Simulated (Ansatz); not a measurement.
GaSiNH₈, closed shell: at the start structure of a reaction step.

Input (in.yaml):

```yaml
crystal:
  periodic: [false, false, false]
  atoms:
    - {symbol: Ga, position_ang: [-0.240410, -0.168737, -1.067874]}
    - {symbol: Si, position_ang: [0.390218, -1.651439, 0.738041]}
    - {symbol: H, position_ang: [0.858684, 0.181748, -2.150139]}
    - {symbol: H, position_ang: [-1.754329, -0.150554, -1.525102]}
    - {symbol: H, position_ang: [0.692964, 1.901180, 0.374698]}
    - {symbol: N, position_ang: [-0.224160, 1.707394, -0.011288]}
    - {symbol: H, position_ang: [1.684327, -1.250521, 1.376150]}
    - {symbol: H, position_ang: [-0.607737, -1.668150, 1.853208]}
    - {symbol: H, position_ang: [0.560586, -3.069873, 0.308018]}
    - {symbol: H, position_ang: [-0.894595, 1.707857, 0.749051]}
    - {symbol: H, position_ang: [-0.465548, 2.461095, -0.644763]}
basis:
  gaussian: {orbitals: def2-TZVPP}
hamiltonian: {xc: pbe0, dispersion: d4}
output: {orbitals: {seedname: orbitals}}
```

Launched with

```bash
ansatz run in.yaml --threads 4 --pin off --events-out ev --progress --plain --max-ram 9574MiB
```

What Ansatz 0.2.0 printed:

```
Functional definition: PBE0
  name "PBE0"
  cite "Adamo & Barone, J. Chem. Phys. 110, 6158 (1999) doi:10.1063/1.478522"
  cite "Perdew, Burke & Ernzerhof, Phys. Rev. Lett. 77, 3865 (1996) doi:10.1103/PhysRevLett.77.3865"
  parent pbe
  parameter a = 0.25
  parameter kappa = 0.804
  parameter beta = 0.06672455060314922
  exchange = (1 - a)*pbe_x(kappa = kappa, mu = beta*pi^2/3) + a*exact_x
  correlation = pbe_c(beta = beta)
1331 factors; their error is unknown
mean field evaluation 1: about -61860.0741 eV, gradient 5.4e1 eV
mean field evaluation 2: about -61856.6984 eV, gradient 6.7e1 eV
mean field evaluation 4: about -61864.9622 eV, gradient 1.4e0 eV
mean field evaluation 8: about -61865.1703 eV, gradient 2.2e-1 eV
mean field evaluation 16: about -61865.1704 eV, gradient 1.4e-5 eV
mean field -61865.17035374 eV, -2273.5030767812 hartree, gradient 1.4e-5 eV, S^2 0.000000; 0 other end points of the search recorded, 0 dependent functions left out
reference -61865.17039018 eV, -2273.5030781205 hartree; 30, 30 occupied and 203, 203 virtual orbitals, 1331 factors
Total energy: -61865.34896885 eV, -2273.5096407654 hartree
```

The run took about 2.6 s on 4 CPU threads of an Arm Neoverse V2 (shared host).
